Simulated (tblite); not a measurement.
Compound: C7H17BN2.
Atom-mapped SMILES: `[CH3:1]/[N:2]=[CH:3]/[CH2:4][N@+:5]1([CH3:6])[BH2-:7][CH2:8][CH2:9][CH2:10]1` (hydrogens: H11, H12, H13 on C1; H14 on C3; H15, H16 on C4; H17, H18, H19 on C6; H20, H21 on B7; H22, H23 on C8; H24, H25 on C9; H26, H27 on C10)

Cartesian coordinates in Å at the GFN2-xTB level; atoms count from 1:
```
atom  x, y, z in Å
C1     3.7899    0.5442    0.1113
N2     2.7391   -0.4196    0.1927
C3     1.6566   -0.2364   -0.4163
C4     0.5770   -1.2698   -0.3496
N5    -0.7406   -0.7121   -0.0152
C6    -1.6785   -1.8210    0.1371
B7    -1.3282    0.3551   -1.1913
C8    -1.4674    1.7153   -0.3088
C9    -1.6783    1.2030    1.1141
C10   -0.6751    0.0659    1.2396
H11    4.6616    0.0599   -0.3299
H12    4.0566    0.8393    1.1269
H13    3.5273    1.4332   -0.4771
H14    1.4432    0.6470   -1.0272
H15    0.8723   -2.0241    0.3905
H16    0.4989   -1.7484   -1.3305
H17   -1.3301   -2.5302    0.8952
H18   -2.6510   -1.4333    0.4281
H19   -1.7870   -2.3392   -0.8133
H20   -0.5411    0.3898   -2.0823
H21   -2.3799   -0.0770   -1.5437
H22   -0.5670    2.3346   -0.3304
H23   -2.2941    2.3560   -0.6130
H24   -2.6966    0.8275    1.2307
H25   -1.5055    1.9586    1.8837
H26    0.3279    0.4896    1.3265
H27   -0.8498   -0.5814    2.1052
```

Calculated harmonic vibrations of the isolated species, GFN2-xTB (tblite), most abundant isotopes, no scaling. Against measured fundamentals such values can be off by several per cent, at times by over 20. Modes of hydrogen on boron can be 10 to 20 % off. One conformer, not necessarily the lowest.

Harmonic wavenumbers (cm⁻¹): 45.5, 71.8, 114.5, 147.8, 205.9, 227.7, 287.1, 290.4, 298.8, 318.1, 353.3, 398.5, 459.0, 486.8, 548.2, 555.4, 607.8, 737.8, 813.2, 862.9, 870.5, 900.7, 933.3, 945.6, 978.5, 999.5, 1017.3, 1043.3, 1048.4, 1077.3, 1081.9, 1085.6, 1097.5, 1124.9, 1132.0, 1152.6, 1170.9, 1185.9, 1223.7, 1235.9, 1263.7, 1267.4, 1291.9, 1297.2, 1313.5, 1337.6, 1348.1, 1390.3, 1415.3, 1443.1, 1456.1, 1468.5, 1471.7, 1482.7, 1489.0, 1498.0, 1522.7, 1758.5, 2448.4, 2475.4, 2893.9, 2898.1, 2922.8, 2932.6, 2942.2, 2951.7, 2955.1, 2963.8, 2978.6, 2985.0, 2988.6, 3005.0, 3011.2, 3035.9, 3051.7.

A = 2060, B = 836.3, C = 726.8 MHz; mass 140.148 u (most abundant isotopes); point group C1, symmetry number 1.

Question: What is the zero-point energy?

Answer: ½Σν̃ = 52046 cm⁻¹ = 622.60 kJ/mol.

Question: Entropy at 500 K, 1 bar (ideal gas, RRHO, classical rotation)?

Answer: Translation 181.25, rotation 131.68, vibration 244.57: S = 557.5 J/(mol K).

Question: And Cp and H(500 K) − H(0)?

Answer: Cp = 306.39 J/(mol K), of which vibrations give 273.13 (their classical limit is 75 R = 623.6); H(500 K) − H(0) = 82.50 kJ/mol without the zero-point energy, 65.87 from vibrations.

Question: How do the functions run with temperature in this model?

Answer: 
```json
{"T (K)": "100", "S (J/(mol K))": "294.6", "Cp (J/(mol K))": "81.4", "H − H(0) (kJ/mol)": "5.46", "G − H(0) (kJ/mol)": "-24.01", "ln q(vib)": "1.67"}
{"T (K)": "200", "S (J/(mol K))": "367.3", "Cp (J/(mol K))": "133.7", "H − H(0) (kJ/mol)": "16.24", "G − H(0) (kJ/mol)": "-57.22", "ln q(vib)": "4.44"}
{"T (K)": "300", "S (J/(mol K))": "432.0", "Cp (J/(mol K))": "190.9", "H − H(0) (kJ/mol)": "32.40", "G − H(0) (kJ/mol)": "-97.22", "ln q(vib)": "7.38"}
{"T (K)": "800", "S (J/(mol K))": "729.6", "Cp (J/(mol K))": "425.0", "H − H(0) (kJ/mol)": "193.74", "G − H(0) (kJ/mol)": "-389.93", "ln q(vib)": "23.11"}
{"T (K)": "1000", "S (J/(mol K))": "830.3", "Cp (J/(mol K))": "477.0", "H − H(0) (kJ/mol)": "284.22", "G − H(0) (kJ/mol)": "-546.10", "ln q(vib)": "29.27"}
```

q(vib) and H(0) count from the zero-point level.

Question: What must be added to the electronic energy to get the Gibbs energy at 500 K and 1 bar?

Answer: ZPE + [H(500 K) − H(0)] − T·S = 622.60 + 82.50 − 278.75 = 426.35 kJ/mol.

Question: Which modes carry the vibrational entropy at 500 K?

Answer: 45.5 cm⁻¹: 25.22; 71.8 cm⁻¹: 21.44; 114.5 cm⁻¹: 17.58; 147.8 cm⁻¹: 15.49; 205.9 cm⁻¹: 12.79; 227.7 cm⁻¹: 11.98 J/(mol K); the other 69 give 140.07 together.

Question: Blend soft modes into free rotors: weight 1/[1 + (100 cm⁻¹/ν̃)⁴] for the oscillator and the rest for a rotor with moment μB/(μ + B), μ = h/(8π²ν), B = 10⁻⁴⁴ kg m². What vibrational entropy results?

Answer: 230.18 J/(mol K) in place of 244.57, which changes −T·S at 500 K by +7.20 kJ/mol.

Hindered rotation and anharmonicity are outside this model. Other conformers, if any are populated, would add a mixing term that is left out. The structure is chiral; the term R ln 2 for an equal mix with its mirror image is left out.
